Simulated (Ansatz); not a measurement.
Basis sets compared for LaCu₄ (the lowest doublet isomer of a short search). The state is a doublet with charge 0. Geometry r2SCAN-D4/def2-SVP. Ansatz on 4 threads of Arm Neoverse V1 on a shared host; times are rough, and most runs start from earlier orbitals.

Cartesian coordinates in Å:
```
La 0.256 -1.772 -0.016
Cu 0.689 0.813 -0.953
Cu 1.443 0.397 1.237
Cu -1.499 -0.006 -1.233
Cu -0.889 0.568 0.966
```

In the def2 sets La takes a core potential; there is no spin–orbit coupling. The structure comes from a short search, and lower isomers may exist.

| level | functions | energy (Eh) | HOMO (eV) | LUMO (eV) | wall time |
| --- | --- | --- | --- | --- | --- |
| PBE-D4/def2-SVP | 156 | -6591.8390 | -3.46 | -2.95 | 9 s |
| PBE-D4/def2-TZVP | 220 | -6592.8383 | -3.58 | -3.05 | 14 s |
| r2SCAN-D4/def2-TZVP (with forces) | 220 | -6593.7283 | -3.64 | -2.66 | 45 s |
| PBE0-D4/def2-SVP | 156 | -6591.7876 | -3.94 | -2.19 | 22 s |
| PBE0-D4/def2-TZVP | 220 | -6592.7547 | -4.10 | -2.26 | 28 s |

(1) Estimate the rows for PBE-D4/def2-TZVPD, r2SCAN-D4/def2-TZVPD, PBE0-D4/def2-TZVPD.

## Answers

(1) 
```
               level  functions  energy (Eh)  HOMO (eV)  LUMO (eV)  wall time
   PBE-D4/def2-TZVPD        235   -6592.8396      -3.60      -3.07       19 s
r2SCAN-D4/def2-TZVPD        235   -6593.7292      -3.65      -2.68       42 s
  PBE0-D4/def2-TZVPD        235   -6592.7556      -4.12      -2.28       30 s
```
